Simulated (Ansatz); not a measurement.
System: CuCl (charge 0, singlet). 
Structure (B3LYP-D3(BJ)/def2-TZVP (Ansatz, a program for electronic structure) minimum search):
```xyz
2

Cu     0.0000     0.0000    -0.7732
Cl     0.0000     0.0000     1.3190
```

Property: atomisation energy (electronic, to ground-state atoms), in eV. Cores are frozen in the correlated levels unless marked. UHF or UKS for open shells. Spin-orbit coupling is left out. The frozen core is the preceding noble-gas configuration, with the filled d and f shells of earlier blocks. Non-relativistic. FCI takes restricted orbitals. The coupled-cluster limit lacks core correlation, which all-electron functionals hold. CBS marks a two-point X^-3 extrapolation of the correlation energy; Hartree-Fock from the larger set. The program attaches cautions to a run behind SCS-MP2/STO-3G: other roots.

The T1 diagnostic of CCSD in the largest basis is 0.027, which is high, so the coupled-cluster rows are less sure than usual.

```csv
level,program,atomisation energy (eV)
BLYP/def2-TZVPD,Ansatz,?
B3LYP-D3(BJ)/def2-TZVPD,Ansatz + dftd3,3.54
B3LYP/def2-TZVPD,Ansatz,3.48
PBE0-D3(BJ)/def2-TZVP,Ansatz + dftd3,3.62
PBE0/def2-TZVP,Ansatz,3.59
PBE0/def2-QZVPP,Ansatz,3.70
BHLYP/def2-TZVPD,Ansatz,?
r2SCANh-D4/def2-TZVPD,Ansatz + dftd4,?
B2PLYP-D3(BJ)/def2-TZVPD,Ansatz + dftd3,?
RPA@PBE/def2-QZVPP,Ansatz,3.29
SCS-MP2/STO-3G,Ansatz,-0.21
CCSD/def2-QZVPPD,Ansatz,3.65
FCI/STO-3G,Ansatz,2.19
"CCSD(T)/CBS(def2-TZVPPD,def2-QZVPPD)",Ansatz,3.80
```

Problem. What belongs in the gaps?

Solution. 
- BLYP/def2-TZVPD, atomisation energy (eV): 3.49
- BHLYP/def2-TZVPD, atomisation energy (eV): 3.39
- r2SCANh-D4/def2-TZVPD, atomisation energy (eV): 3.73
- B2PLYP-D3(BJ)/def2-TZVPD, atomisation energy (eV): 3.66
